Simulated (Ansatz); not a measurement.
Diatomic SnH, multiplicity 2 (the spin of the measured ground state). No spin–orbit coupling.

Constants: fifth-degree fit in 1/R to seven points, most abundant isotopes. In def2 and cc sets the state is the lowest found near the PBE0 minimum, followed along R.

Correlated levels freeze the inner cores; with def2 sets outer-core shells near the valence are correlated too.

Codes used: Ansatz (Gaussian orbitals).  In def2 rows elements past Kr take small-core potentials, without spin–orbit coupling.

Energies at CCSD(T)/def2-TZVPP:

| R (Å) | E (hartree) |
|---|---|
| 1.653398 | -214.20159014 |
| 1.697844 | -214.20356232 |
| 1.738735 | -214.20443697 |
| 1.784959 | -214.20451621 |
| 1.831183 | -214.20379129 |
| 1.884518 | -214.20214089 |
| 1.946743 | -214.19934613 |

### Question
With a reduced mass of 0.9994 u, find the minimum, the force constant and the constants.

### Answer
A fifth-degree polynomial in 1/R puts the minimum at r_e = 1.7657 Å with force constant 177 N/m. Then ω_e = (1/2πc)√(k/μ) = 1735 cm⁻¹ and B_e = h/(8π²cμr_e²) = 5.410 cm⁻¹; the cubic and quartic terms give α_e = 0.14 and ω_e x_e = 29 cm⁻¹.

Ansatz is a program for electronic structure.
